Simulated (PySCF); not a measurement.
# Simulated absorption spectrum

Compound: C₂H₃F₃O₂Si.
Cartesian coordinates in Å at the PBE0-D3(BJ)/def2-SVP level; atoms count from 1:
```
atom  x, y, z in Å
O1    -0.4569    0.2743    1.6436
C2     0.0541   -0.0409    0.5967
Si3   -0.8067    0.5561   -1.0408
O4    -2.0903    1.3958   -0.4222
C5     1.3333   -0.8943    0.6024
F6     1.1089   -2.0086   -0.0972
F7     2.3112   -0.2180   -0.0035
F8     1.7234   -1.2204    1.8180
H9    -1.2158   -0.6245   -1.8484
H10    0.1284    1.4097   -1.8216
H11   -2.0851    1.3735    0.5468
```

Theory: TDDFT PBE0/def2-SVPD, vertical, gas phase, core orbitals frozen in the response in PySCF.

Computed states:

```json
{"state": "S1", "E (eV)": "3.51", "f": "0.0008"}
{"state": "S2", "E (eV)": "5.58", "f": "0.020"}
{"state": "S3", "E (eV)": "6.63", "f": "0.012"}
{"state": "S4", "E (eV)": "6.84", "f": "0.0001"}
{"state": "S5", "E (eV)": "7.36", "f": "0.0025"}
{"state": "S6", "E (eV)": "7.45", "f": "0.016"}
```

Broadening: Gaussians 0.4 eV wide at half height, area fixed by f = 4.319×10⁻⁹ ∫ε dν̃. The width is an assumption, not a result. The curve ends short of the highest state used, and states not computed would add to its high-energy end.

Question: What does the envelope look like, and where are its maxima?

Answer: 
| E (eV) | ε (L mol⁻¹ cm⁻¹) |
| --- | --- |
| 2.91 | 0 |
| 3.09 | 2 |
| 3.26 | 17 |
| 3.43 | 47 |
| 3.60 | 47 |
| 3.77 | 17 |
| 3.94 | 2 |
| 4.11 | 0 |
| 4.28 | 0 |
| 4.46 | 0 |
| 4.63 | 0 |
| 4.80 | 0 |
| 4.97 | 2 |
| 5.14 | 46 |
| 5.31 | 379 |
| 5.48 | 1141 |
| 5.66 | 1231 |
| 5.83 | 472 |
| 6.00 | 67 |
| 6.17 | 23 |
| 6.34 | 179 |
| 6.51 | 606 |
| 6.68 | 758 |
| 6.85 | 354 |

Maxima: 353 nm (3.51 eV), ε about 53, made up of S1 (100%); 222 nm (5.58 eV), ε about 1400, made up of S2 (100%); 187 nm (6.63 eV), ε about 790, made up of S3 (100%) (ε in L mol⁻¹ cm⁻¹; maxima over ε = 5, shares over 10%).

Question: Coming from long wavelengths, where does ε first pass 100 L mol⁻¹ cm⁻¹?

Answer: At about 239 nm (5.20 eV), 1.68 eV above S1.

Question: What would ε be at 5.58 eV, the highest of these maxima, with half the width (0.2 eV)?

Answer: About 2730 L mol⁻¹ cm⁻¹ against 1370, a factor of about 2.00; a lone state at its own centre would give exactly 2.

Question: Does any computed singlet lie in the visible range?

Answer: No computed singlet lies in the visible range (380 to 750 nm); the lowest, at 353 nm, stands 0.25 eV above its violet end (3.26 eV).

One conformer stands for the species.
